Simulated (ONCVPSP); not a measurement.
# Configuration tests for As (Z = 33) (ONCV)

As (Z = 33), optimised norm-conserving Vanderbilt (ONCV), made with ONCVPSP 4.0.1 (LDA (Perdew-Zunger), fully relativistic). Core [Ne], reference 3s2 3p6 3d10 4s2 4p3. Waves: 3s+4s: rc 0.90 bohr, ncon 3, nbas 6, qcut 16.4 1/bohr, 3 projectors, debl 2.8 Ha; 3p+4p: rc 0.85 bohr, ncon 5, nbas 8, qcut 19.5 1/bohr, 2 projectors; 3d: rc 0.70 bohr, ncon 3, nbas 8, qcut 23.7 1/bohr, 1 projector. Local part: polynomial inside 0.55 bohr (lpopt 5, dvloc0 0 Ha). Core correction: Teter function, fcfact 2.5, rcfact 1.6.

Open shells are filled in proportion to 2j + 1.

Energies are relative to the spin-unpolarised reference configuration 3s2 3p6 3d10 4s2 4p3; without spin polarisation the order of configurations can differ from experiment.

(1) Give the all-electron excitation energy and the error of the potential for: 3s2 3p6 3d10 4s2 4p2; 3s2 3p6 3d10 4s2 4p1; 3s2 3p6 3d10 4s2 4p0; 3s1 3p6 3d10 4s2 4p3.

Levels in the configuration 3s1 3p6 3d10 4s2 4p3:

| level | all-electron (eV) | pseudo (eV) |
| --- | --- | --- |
| 3s j=1/2 | -212.021 | -212.073 |
| 3p j=3/2 | -154.042 | -154.035 |
| 3p j=1/2 | -159.201 | -159.197 |
| 3d j=5/2 | -62.210 | -62.311 |
| 3d j=3/2 | -62.987 | -63.080 |
| 4s j=1/2 | -26.434 | -26.434 |
| 4p j=3/2 | -15.287 | -15.284 |
| 4p j=1/2 | -15.707 | -15.703 |

Results:

(1)

```json
{"valence configuration": "3s2 3p6 3d10 4s2 4p2", "charge": "+1", "ΔE all-electron (eV)": "9.329", "error AE − PS (meV)": "+1.1"}
{"valence configuration": "3s2 3p6 3d10 4s2 4p1", "charge": "+2", "ΔE all-electron (eV)": "27.495", "error AE − PS (meV)": "+3.0"}
{"valence configuration": "3s2 3p6 3d10 4s2 4p0", "charge": "+3", "ΔE all-electron (eV)": "55.540", "error AE − PS (meV)": "+6.1"}
{"valence configuration": "3s1 3p6 3d10 4s2 4p3", "charge": "+1", "ΔE all-electron (eV)": "200.466", "error AE − PS (meV)": "-22"}
```
